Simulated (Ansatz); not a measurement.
Two isomers of CH6BNOSi: A = `B[Si]1(O)CN1`, B = `BO/C=N\[SiH3]`.

Program: Ansatz. Geometries: PBE0-D4/def2-TZVP. ΔE: electronic, gas phase. CBS: MP2 limit from def2 TZ/QZ plus the TZ coupled-cluster correction, frozen cores. DFT in def2-TZVPP. Each species was taken in one conformer, which may not be the lowest.

Question: Which is lower in electronic energy at CCSD(T)/CBS, and by how much? (An estimate is asked.)

Answer: The calculation gave: B, by 93.0 kJ/mol.

Question: Give E(B) − E(A) in kJ/mol with CCSD(T)/def2-SVP, BLYP-D4, ωB97M-V, r2SCAN-D4, MP2/def2-TZVPP, PBE-D4, B2PLYP. (An estimate is asked.)

Answer: Computed: CCSD(T)/def2-SVP -164.0, BLYP-D4 -114.9, ωB97M-V -97.9, r2SCAN-D4 -91.3, MP2/def2-TZVPP -96.2, PBE-D4 -85.9, B2PLYP -109.7. None reverses the order clearly.

Question: Does the order hold for the free energy at 298.15 K (harmonic terms from PBE0-D4)? (An estimate is asked.)

Answer: Computed: Yes: G(B) − G(A) = -107.5 kJ/mol, for one conformer each. Modes under 60 cm⁻¹, often nearly free rotors, make the harmonic entropy too high.

Largest T1 diagnostic: 0.015.

Leaving LDA and LC-ωPBE aside and taking each functional with its dispersion term where it has one, the values, not all of them listed here, spread over 30.7 kJ/mol, from BLYP-D4 to HSE06-D4. LDA lies +7.0 kJ/mol from PBE without D4. In def2-TZVPP, CCSD(T) changes the Hartree–Fock value by +36.0 kJ/mol (the triples alone add −0.6 kJ/mol) and MP2 by +42.7 kJ/mol.
